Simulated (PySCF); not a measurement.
Stepwise substitution at one centre (B OH-H). Isolated molecules, 0 K electronic values unless said otherwise. One relaxed conformer stands for each flexible species; it need not be the lowest. Strings in code marks are SMILES.

These are B3LYP-D3(BJ)/def2-TZVP (PySCF 2.14.0) values and carry that method's errors. All candidates: neutral, multiplicity 1. B3LYP has the VWN-RPA correlation part, as in Gaussian. Delta-SCF ions had no search for a lower state. 

The HOMO comes out as -8.69 eV. The HOMO–LUMO gap comes out as 8.00 eV. The vertical ionisation energy (Delta-SCF) is 11.81 eV.

Q: Identify which member has these values.
(A) `B`
(B) `OBO` (H–O–B–O torsion 180°, O–B–O–H torsion 180°)
(C) `BO`
(D) `OB(O)O`

A: C, `BO`. The others give `B`: -9.75 eV, 7.52 eV, 13.14 eV; `OB(O)O`: -9.03 eV, 9.21 eV, 11.90 eV; `OBO` (H–O–B–O torsion 180°, O–B–O–H torsion 180°): -8.93 eV, 9.43 eV, 11.86 eV
